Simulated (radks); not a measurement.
The numbers below are computed, except where a source is named.
Problem. Se10+, 24 electrons, occupied as [Ne] 3s1 3p6 3d6 4f1 (not the ground configuration). Code: a radial shooting solver on a logarithmic mesh with Libxc functionals. Model: scalar-relativistic Kohn-Sham, r2SCAN, spin-polarised, spherical densities, finite nucleus; open shells are filled with parallel spins first; meta-GGA in the generalised Kohn-Sham scheme; Fermi nuclear charge, rms radius 4.14 fm. Some entries of the table are withheld. Estimate them.

orbital,occ.,eigenvalue (hartree),<1/r> (bohr^-1)
1s up,1,-471.1497,34.56
1s down,1,-471.1139,34.55
2s up,1,-69.90735,7.654
2s down,1,-69.62993,7.671
2p up,3,-62.66060,7.479
2p down,3,-62.44277,7.494
3s up,1,-17.28624,2.656
3s down,0,-16.77113,2.625
3p up,3,-14.94892,2.530
3p down,3,-14.43437,2.501
3d up,5,-11.19013,2.327
3d down,1,-10.65735,2.307
4s up,0,(1),1.132
4s down,0,(2),1.121
4p up,0,-5.89235,1.061
4p down,0,-5.61547,1.048
4d up,0,-4.75620,0.9452
4d down,0,-4.49649,0.9307
4f up,1,-3.71557,0.7792
5f up,0,-2.29621,(3)

Solution. 
(1) 4s up eigenvalue (hartree): -6.63361
(2) 4s down eigenvalue (hartree): -6.34869
(3) 5f up <1/r> (bohr^-1): 0.4910
